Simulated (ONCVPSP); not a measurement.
Reading a pseudo-wave (boron)

Columns: radius, all-electron u(r) and pseudo u(r) of the 2p shell (level -3.72 eV) of boron in the configuration [He] 2s2 2p1; LDA (Perdew-Zunger), scalar-relativistic, ONCV scheme, ONCVPSP 4.0.1.

```csv
r (bohr),all-electron,pseudo
0.143,0.0510,0.0172
0.285,0.1499,0.0664
0.428,0.2567,0.1421
0.570,0.3534,0.2348
0.713,0.4355,0.3356
0.855,0.5008,0.4330
0.998,0.5508,0.5198
1.140,0.5862,0.5886
1.283,0.6092,0.6371
1.425,0.6214,0.6641
1.568,0.6249,0.6721
1.710,0.6213,0.6648
1.853,0.6120,0.6465
1.995,0.5984,0.6222
2.138,0.5815,0.5954
2.280,0.5622,0.5689
2.423,0.5411,0.5435
2.565,0.5189,0.5195
2.708,0.4960,0.4960
2.850,0.4728,0.4728
2.992,0.4497,0.4497
3.135,0.4266,0.4266
3.278,0.4039,0.4039
3.420,0.3819,0.3819
3.563,0.3604,0.3604
3.705,0.3397,0.3397
```

How many radial nodes do the two functions have?

The all-electron 2p function has n − l − 1 = 0; the pseudo-wave has 0.

At about which radius was the pseudo-wave matched?

2.85 bohr, where the columns begin to agree (steps of 0.14 bohr).

Is the pseudo-wave norm-conserving?

Yes: the ONCV scheme keeps the norm inside the radius equal to the all-electron one, which fixes the energy derivative of the logarithmic derivative at the level.
